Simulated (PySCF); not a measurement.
Compound: C₃H₂FNSe.
Atom-mapped SMILES: `[F:1][c:2]1[n:3][cH:4][cH:5][se:6]1` (hydrogens: H7 on C4; H8 on C5)

Theory: EOM-IP-CCSD/aug-cc-pVDZ in PySCF, restricted Hartree–Fock reference, frozen core, non-relativistic, gas phase, PBE0-D3(BJ)/def2-SVP geometry.

Hartree–Fock orbital energies give these Koopmans values (eV): HOMO 9.40, HOMO-1 10.71, HOMO-2 12.20, HOMO-3 13.53, HOMO-4 15.10, HOMO-5 15.23, HOMO-6 17.68, HOMO-7 19.00.

Q: What vertical ionisation energies does EOM-IP-CCSD give?

A: 
```csv
leading hole (HF orbital),Koopmans (eV),EOM-IP-CCSD (eV),change (eV),one-hole share
HOMO,9.40,9.30,-0.10,0.96
HOMO-1,10.71,10.23,-0.48,0.95
HOMO-2,12.20,10.60,-1.60,0.94
HOMO-3,13.53,12.65,-0.88,0.95
HOMO-5,15.23,13.56,-1.67,0.95
HOMO-4,15.10,13.61,-1.49,0.91
HOMO-6,17.68,15.87,-1.81,0.94
HOMO-7,19.00,16.54,-2.46,0.93
```

Q: Does the order of the lines follow the orbital energies?

A: No: the HOMO-5 hole (13.56 eV) falls below the HOMO-4 hole (13.61 eV). The corrections run from -2.46 to -0.10 eV, with a mean of -1.31 eV over the 8 lines; no line lies above its Koopmans value.

Q: At what kinetic energies would He II light (40.81 eV) eject these electrons?

A: 31.51 eV (HOMO), 30.58 eV (HOMO-1), 30.21 eV (HOMO-2), 28.16 eV (HOMO-3), 27.25 eV (HOMO-5), 27.20 eV (HOMO-4), 24.94 eV (HOMO-6), 24.27 eV (HOMO-7).

Q: What total energy has the lowest final state, and which wavelength reaches it?

A: E(CCSD) + ionisation energy = -2669.39911 + 0.34175 = -2669.05736 Eh, at the geometry of the initial state. The threshold wavelength is 1239.84 eV nm/9.30 eV = 133.3 nm.

Lines less than 0.15 eV apart could change places at a higher level. One root was sought for each valence orbital with −ε under 21 eV, eight at most, so deeper holes and satellites are missing; no vibrational structure.
